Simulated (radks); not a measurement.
Problem. Coherent X-ray form factor from a spherical all-electron density. Method: Dirac Kohn-Sham, LDA (Slater exchange, Perdew-Wang correlation), spin-unpolarised, spherical densities, finite nucleus; Fermi nuclear charge, rms radius of each element as measured or else 0.836 A^(1/3) + 0.57 fm; computed with a radial shooting solver on a logarithmic mesh with Libxc functionals.

sin(theta)/lambda (1/angstrom)  f0 (electrons)
0.05                                    43.867
0.1                                     43.473
0.15                                    42.830
0.2                                     41.958
0.25                                    40.882
0.3                                     39.634
0.4                                     36.757
0.5                                     33.613
0.6                                     30.460
0.8                                     24.873
1                                       20.750
1.25                                    17.383
1.5                                     15.092
2                                       11.385

The species is in the configuration that NIST lists as its ground one. Which atom or ion scatters so?

Solution. The europium ion Eu19+, [Kr] 4d8. Extrapolating in s^2 from the first two rows gives f0(0) = 44.0, near the electron count 44; among species with that count, the fall with angle is slower the higher Z, and the table is that of Z = 63; from so few rows the species is fixed only to a neighbour or two.
